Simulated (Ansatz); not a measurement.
Consider the redistribution: `[F][SnH2][AsH2]` + `C#[C][InH2]` → `[AsH2][InH2]` + `C#[C][SnH2][F]`.

Gas-phase electronic energies from Ansatz, PBE0-D4/def2-TZVP geometries. CCSD(T)/CBS adds triple-zeta CCSD(T) − MP2 to the extrapolated MP2 energy (def2 sets, frozen cores). DFT in def2-TZVPP. B3LYP here is the variant with VWN-RPA as its local correlation; programs differ in this. Elements past krypton have def2 core potentials. For As, In, Sn outer-core shells are correlated without core-valence functions, which leaves a few kJ/mol of doubt a bond. Scalar relativity is left out up to krypton.

(1) Is it downhill or uphill in electronic energy at CCSD(T)/CBS, and by how much? (Estimate.)

(2) What do these levels give: B97M-V, B3LYP-D4, r2SCANh-D4, HF/def2-SVP, MP2/def2-TZVPP, MP2/CBS(def2)? (Best estimate.)

(3) What do rigid-rotor, harmonic-oscillator terms from PBE0-D4/def2-TZVP frequencies (298.15 K, 1 bar) make of the CCSD(T)/CBS value? (An estimate is asked.)

Largest T1 diagnostic among the species: 0.015.

Results:

(1) Ansatz gave: Nearly level: ΔE = -0.01 eV.

(2) Ansatz gave: B97M-V -0.01, B3LYP-D4 0.02, r2SCANh-D4 0.01, HF/def2-SVP -0.03, MP2/def2-TZVPP -0.04, MP2/CBS(def2) -0.01 eV.

(3) Ansatz gave: ΔZPE = +0.01 eV, ΔH = -0.01 eV, ΔS = -1 J/(mol·K), ΔG = -0.01 eV.

Leaving LDA and LC-ωPBE aside and taking each functional with its dispersion term where it has one, the values, not all of them listed here, spread over 0.07 eV, from PBE-QIDH to BLYP-D4. From BLYP to BHLYP (50 % exact exchange), in def2-TZVPP and without D4, ΔE moves by −0.04 eV.
